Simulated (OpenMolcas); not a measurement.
Computed levels of 2s² 2p⁴ in ions with 8 electrons, in cm-1 above ³P₂.

```json
{
  "Program": "OpenMolcas 26.06",
  "Method": "CASSCF",
  "Basis": "ANO-RCC-VTZP",
  "Scalar Hamiltonian": "DKH2, point nucleus",
  "Spin-orbit coupling": "RASSI with atomic mean-field integrals over the reference wave functions, term energies averaged over their components"
}
```

Active space for each ion: 4 electrons in 3 orbitals (2p).

| Level | O | Ne2+ |
| --- | --- | --- |
| ³P₁ | 149 | 600 |
| ³P₀ | 223 | 887 |
| ¹D₂ | 17703 | 27868 |
| ¹S₀ | 43883 | 68990 |

Q: Estimate ³P₀, ¹D₂, ¹S₀ for F+ from its neighbours O and Ne2+.

A: ³P₀ is fine structure, which grows about as the fourth power of a screened charge, so the fourth roots are averaged: ((223^0.25 + 887^0.25) / 2)^4 = 472. The calculation gives 480, so the estimate is off by -1.7 %; the measured value is 490 (NIST Handbook of Basic Atomic Spectroscopic Data).
¹D₂ is another term, which grows about linearly with the charge: (17703 + 27868) / 2 = 22786. The calculation gives 22727, so the estimate is off by +0.3 %; the measured value is 20873 (NIST Handbook of Basic Atomic Spectroscopic Data).
¹S₀ is another term, which grows about linearly with the charge: (43883 + 68990) / 2 = 56436. The calculation gives 56364, so the estimate is off by +0.1 %; the measured value is 44918 (NIST Handbook of Basic Atomic Spectroscopic Data).

With the s shell closed, the reference lacks s² → p² mixing. Without dynamic correlation excited terms often stand tens of per cent too high (terms of higher spin than the ground term too low), and those without a measured partner can miss by more than the paired ones (holds for O; F+). Measured partners are found by configuration, term and J. A level has none where our copy of the source lacks it or the pairing is in doubt (some pairs that miss far off the trend of their configuration count as doubtful), and it then counts in no deviation. Levels of configurations outside the active space are missing.
